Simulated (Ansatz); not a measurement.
(MgSe)4 cube (Mg₄Se₄), 8 atoms. Hardware: 4 threads of Arm Neoverse V1 on a shared host.

Correlated methods freeze 40 core orbitals; core or outer-core shells of Mg, Se are correlated, in sets that lack core-valence functions.

Question: How many basis functions does each of these Ansatz runs have, and roughly what does it cost? RPA@PBE/def2-TZVP, charge 0 singlet, energy, from earlier orbitals; MP2/def2-TZVP, charge 0 singlet, energy, from earlier orbitals; PBE0-D4/def2-SVP, charge 0 singlet, energy, from earlier orbitals; PBE-D4/def2-TZVP, charge 0 singlet, energy and forces, from earlier orbitals; HF/STO-3G, charge 0 singlet, energy; BHLYP-D4/def2-TZVP, charge 0 singlet, energy, from earlier orbitals; r2SCAN-D4/def2-SVP, charge 0 singlet, relaxation, 4 steps; PBE-D4/def2-SVP, charge 0 singlet, energy, from earlier orbitals; PBE0-D4/def2-TZVP, charge 0 singlet, energy, from earlier orbitals; r2SCAN-D4/def2-TZVP, charge 0 singlet, energy, from earlier orbitals.

Answer: Other jobs shared the machine, so times can vary by a factor of up to 3. A dash marks memory too small to be measured apart from the calling script's.

```csv
run,functions,fitting or Cholesky vectors,wall time,peak host memory (GiB)
"HF/STO-3G, charge 0 singlet, energy",108,1065,1.2 s,–
"PBE-D4/def2-SVP, charge 0 singlet, energy, from earlier orbitals",200,2100,5.5 s,–
"PBE0-D4/def2-SVP, charge 0 singlet, energy, from earlier orbitals",200,1804,9.5 s,0.81
"PBE-D4/def2-TZVP, charge 0 singlet, energy and forces, from earlier orbitals",320,2700,13 s,0.96
"PBE0-D4/def2-TZVP, charge 0 singlet, energy, from earlier orbitals",320,2408,23 s,1.7
"r2SCAN-D4/def2-TZVP, charge 0 singlet, energy, from earlier orbitals",320,2700,25 s,1
"MP2/def2-TZVP, charge 0 singlet, energy, from earlier orbitals",320,2408,26 s,1.7
"RPA@PBE/def2-TZVP, charge 0 singlet, energy, from earlier orbitals",320,2408,26 s,1.4
"BHLYP-D4/def2-TZVP, charge 0 singlet, energy, from earlier orbitals",320,2408,26 s,1.7
"r2SCAN-D4/def2-SVP, charge 0 singlet, relaxation, 4 steps",200,2100,31 s,–
```
